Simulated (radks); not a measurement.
Results of a calculation; reference values are marked as such.
Species: Mn. Configuration: [Ar] 3d5 4s2. Level of theory: scalar-relativistic Kohn-Sham, BLYP, spin-polarised, spherical densities, point nucleus; open shells are filled with parallel spins first (a radial shooting solver on a logarithmic mesh with Libxc functionals).

Unscreened Slater integrals over Kohn-Sham orbitals (cm^-1). They are taken over the spin-up orbitals. Empty in this configuration: 4p.

integral    value
F0(4s,4s)   65667
F0(4s,3d)   83461
G2(4s,3d)   10984
F0(4s,3p)   85806
G1(4s,3p)  4727.3
F0(4s,3s)   86172
G0(4s,3s)  3346.2
F0(4s,4p)   52167
G1(4s,4p)   30447
F0(3d,3d)  173160
F2(3d,3d)   78183
F4(3d,3d)   48289
F0(3d,3p)  193270
F2(3d,3p)   89685
G1(3d,3p)  111290
G3(3d,3p)   66946
F0(3d,3s)  197970
G2(3d,3s)   83998
F0(3d,4p)   59609
F2(3d,4p)   11001
G1(3d,4p)  5105.2
G3(3d,4p)  3891.2
F0(3p,3p)  219860
F2(3p,3p)  109820
F0(3p,3s)  225840
G1(3p,3s)  149580
F0(3p,4p)   60536
F2(3p,4p)  7849.9
G0(3p,4p)  1725.7
G2(3p,4p)  1941.5
F0(3s,3s)  232410
F0(3s,4p)   60685
G1(3s,4p)  1994.9
F0(4p,4p)   44494
F2(4p,4p)   22049

Derived for the open shells (J is the average intra-shell exchange parameter used in DFT+U). 3d: Racah B = F2/49 - 5 F4/441 = 1048 cm^-1, C = 35 F4/441 = 3832 cm^-1, C/B = 3.66, F4/F2 = 0.618, J = (F2 + F4)/14 = 9034 cm^-1.
